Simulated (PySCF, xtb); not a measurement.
Si(H)(Cl)(vinyl)(NH2) (C2H6ClNSi), SMILES C=C[SiH](N)Cl.

GFN2-xTB (xtb) at its own geometry gives an orbital gap of 4.41 eV and a dipole moment of 2.06 D.

Geometry: PBE0-D3(BJ)/def2-SVP. One conformer was computed; it need not be the lowest.

Problem. What does PBE/def2-TZVP (PySCF) give? (Estimate from the structure and the level; the computed values follow.)

Solution. gap 4.70 eV (levels -6.44 and -1.74 eV), dipole 1.86 D.
